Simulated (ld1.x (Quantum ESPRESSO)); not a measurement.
**PBE PAW dataset for Sb (Z = 51), scalar-relativistic all-electron reference.**

ld1.x (Quantum ESPRESSO) 7.5 input, shortened:

```
&input
   title='Sb', zed=51., rel=1, dft='PBE', iswitch=3,
   config='[Kr] 4d10 5s2 5p3 5d-2'
 /
 &inputp
   pseudotype=3, lpaw=.true., tm=.true., lloc=-1, rcloc=2.25,
   nlcc=.true., new_core_ps=.true.,
   which_augfun='PSQ', rmatch_augfun=1.90
 /
5
5S  1  0   2.00   0.00  1.70  1.95  0.0
5S  1  0   0.00  -0.10  1.70  1.95  0.0
5P  2  1   3.00   0.00  1.85  2.10  0.0
5P  2  1   0.00  -0.02  1.85  2.10  0.0
5D  3  2  -2.00   0.15  1.95  2.30  0.0
 &test
   configts(1)='5s2 5p3'
 /
```

Poles of the logarithmic derivatives, all-electron (AE) and pseudo (PS). s: poles at 0.6 (AE) and 0.6 (PS) Ry. p: poles at 1.9 (AE) and 1.9 (PS) Ry. d: poles at -2.4, 4.4 (AE) and 2.6 (PS) Ry. Test radius 2.49 bohr.

* Cutoffs needed: 8 Ry and 18 Ry (the cutoffs (Ry, on a coarse ladder) from which the occupation-weighted sum of valence levels, in a spherical-Bessel basis at the reference potential, stays within 10 and 1 mRy of its value at 400 Ry)
* Ghost test: no extra level below or beside the all-electron valence levels (s, p, d, f tested) (spherical-Bessel basis up to 400 Ry, 20 bohr box)
* Largest excitation error: -192 meV (all-electron minus pseudo) for 5s2 5p0, out of 7 test configurations
* Lowest eigenvalue of the overlap operator: 0.40 (s channel)
* Density cutoff estimated by the generator: 111 Ry
